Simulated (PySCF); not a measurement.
Vertical excitations of a molecule CH₃Cl₂NSi₂ from TDDFT-LC-ωPBE/def2-SVPD (PySCF), as energy in eV (oscillator strength): 3.68 (0.001), 5.60 (0.003), 6.28 (0.007), 6.42 (0.014), 6.73 (0.043), 6.89 (0.026), 7.05 (0.041), 7.12 (0.056), 7.63 (0.027), 7.81 (0.133). Lowest triplet (TDA): 2.89 eV. Geometry optimised at ωB97X-D3(BJ)/def2-SVP. Other conformers were not sampled.

Pick the molecule that these values belong to.
A) Cl[Si]1(Cl)C=N[SiH2]1
B) Cl[Si@H]1C=N[Si@@H]1Cl
C) Cl[Si]1(Cl)N=C[SiH2]1

A, Cl[Si]1(Cl)C=N[SiH2]1
